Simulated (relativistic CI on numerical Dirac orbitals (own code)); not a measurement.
## Crystal-field levels of Cd3+, 4d9

Calculated by Dirac-Coulomb-Breit CI, orbitals from a KLI potential per configuration, a model potential for QED, valence Slater integrals scaled by 0.85, one configuration in a parametric crystal field (own radial code).

Field parameters in Wybourne normalisation: D3d B²₀ = −7Dσ, B⁴₀ = −14Dq − 21Dτ, B⁴₃ = −14√(10/7) Dq. The field is a parameter set, without covalency.

S and J are read from ⟨S²⟩ = S(S + 1) and ⟨J²⟩ = J(J + 1) of each level; they are not fictitious spins.

D3d, 10Dq = 30300, Dσ = -1200, Dτ = 180 cm⁻¹, the lowest 5 levels:

```csv
E (cm⁻¹),Degeneracy,Irrep,S,J
0.0,2,Γ5+Γ6,0.50,2.25
376,2,Γ4,0.50,2.19
29055,2,Γ4,0.50,2.42
32329,2,Γ4,0.50,1.99
34038,2,Γ5+Γ6,0.50,1.83
```

Principal g values of the ground doublet: 0.00, 0.00, 2.61.

D3d, 10Dq = 30300, Dσ = -980, Dτ = 180 cm⁻¹, the lowest 5 levels:

```json
{"E (cm⁻¹)": "0.0", "Degeneracy": "2", "Irrep": "Γ5+Γ6", "S": "0.50", "J": "2.25"}
{"E (cm⁻¹)": "327", "Degeneracy": "2", "Irrep": "Γ4", "S": "0.50", "J": "2.20"}
{"E (cm⁻¹)": "29155", "Degeneracy": "2", "Irrep": "Γ4", "S": "0.50", "J": "2.46"}
{"E (cm⁻¹)": "32312", "Degeneracy": "2", "Irrep": "Γ4", "S": "0.50", "J": "1.95"}
{"E (cm⁻¹)": "33695", "Degeneracy": "2", "Irrep": "Γ5+Γ6", "S": "0.50", "J": "1.84"}
```

Principal g values of the ground doublet: 0.00, 0.00, 2.57.

The free-ion ground term has S = 1/2. Every field shown keeps that spin.

Levels of this model without a field, named by their leading LS term: 2D_5/2 0, 2D_3/2 5596 cm⁻¹.
